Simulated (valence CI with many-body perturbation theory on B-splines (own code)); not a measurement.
# W⁴³⁺: fill in the table

Computed by valence CI with perturbative core correlation (CI+MBPT): three valence electrons over a frozen Dirac-Fock core [Ar] 3d10, a basis of 11 s, 11 p, 10 d, 8 f, 5 g, 2 h functions for each j, with the one-electron correlation potential Σ1, the two-electron term Σ2, the three-electron term Σ3, Breit, model QED; selected CI, second order for the rest, scaled by the run's own slope (own B-spline code, finite nucleus).

The last digits are not significant, and no measured levels were compared; by estimate large intervals hold to a few tenths of a per cent, small ones and those within an open d or f shell to about a per cent.

```csv
Level,E (cm⁻¹)
(4s^2 4p1/2) J=1/2,0
(4s 4p1/2^2) J=1/2,780420
(4s^2 4p3/2) J=3/2,?
(4s 4p1/2 4p3/2) J=3/2 [a],?
(4s 4p1/2 4p3/2) J=5/2,1534000
(4s 4p1/2 4p3/2) J=3/2 [b],?
(4s 4p1/2 4p3/2) J=1/2,?
(4s^2 4d3/2) J=3/2,2087900
(4s^2 4d5/2) J=5/2,2207200
(4s 4p3/2^2) J=5/2,2347500
(4p1/2^2 4p3/2) J=3/2,2412900
(4s 4p3/2^2) J=1/2,?
(4s 4p3/2^2) J=3/2,2471400
(4s 4p1/2 4d3/2) J=3/2 [a],2703000
(4s 4p1/2 4d3/2) J=5/2,2759200
(4s 4p1/2 4d3/2) J=1/2,2865100
(4s 4p1/2 4d3/2) J=3/2 [b],2873400
(4s 4p1/2 4d5/2) J=5/2 [a],2934300
(4s 4p1/2 4d5/2) J=7/2,2976200
(4s 4p1/2 4d5/2) J=3/2,?
```

Levels are named by their leading jj configuration (3d3/2^4 stands for four electrons in 3d with j = 3/2), which in mixed levels can hold well under half, so a name can repeat and another be missing. Letters in brackets count levels of one name in rising energy.

(1) The levels stand in rising order. What does the calculation give for the missing energies?

Answers

(1) (4s^2 4p3/2) J=3/2 791940; (4s 4p1/2 4p3/2) J=3/2 [a] 1466500; (4s 4p1/2 4p3/2) J=3/2 [b] 1629800; (4s 4p1/2 4p3/2) J=1/2 1650100; (4s 4p3/2^2) J=1/2 2441800; (4s 4p1/2 4d5/2) J=3/2 3016500.
